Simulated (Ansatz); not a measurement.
InH2(OMe) (CH₅InO). Total charge 0; singlet. Geometry relaxed at B3LYP-D4/def2-TZVP.

```xyz
8

In   -0.0622    1.0237   -1.3939
H     1.6536    1.1043   -1.3533
H    -1.3149    1.6587   -2.3647
O    -0.8027   -0.1105    0.0798
C    -0.0245   -0.7743    1.0480
H    -0.2080   -1.8544    1.0043
H    -0.2980   -0.4308    2.0528
H     1.0568   -0.6167    0.9268
```

In the def2 sets In takes a core potential; there is no spin–orbit coupling.

Problem. Estimate the harmonic wavenumbers at RKS B3LYP-D4/def2-TZVP (Ansatz, unscaled). Is this a minimum?

Solution. 93, 191, 197, 402, 505, 528, 557, 1087, 1173, 1193, 1481, 1492, 1502, 1814, 1860, 2954, 3005, 3020 cm⁻¹. Yes, no mode is imaginary beyond noise. Zero-point energy 137.9 kJ/mol. Run time 54 s (4 threads of Arm Neoverse V1 on a shared host).
